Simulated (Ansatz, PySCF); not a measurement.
This singlet lies 1.79 eV below the relaxed triplet at the level frozen-core CCSD(T)/aug-cc-pVTZ // B3LYP-D3(BJ)/def2-TZVPD (Ansatz, a quantum-chemistry and plane-wave program).

B3LYP has the VWN-RPA correlation part, as in Gaussian. 

Cartesian coordinates (Å):
SMILES: [B-](F)Cl
```xyz
3

F     -1.1906    -0.3599     0.0000
B     -0.3401     0.6695     0.0000
Cl     1.5307    -0.3096     0.0000
```
Charge -1, spin multiplicity 1.

Q: Estimate the total energy and HOMO that B3LYP-D3(BJ)/def2-TZVPD (PySCF) returns for this input.

A: 
```yaml
total_energy: -585.0498 Ha
HOMO: -0.16 eV
```
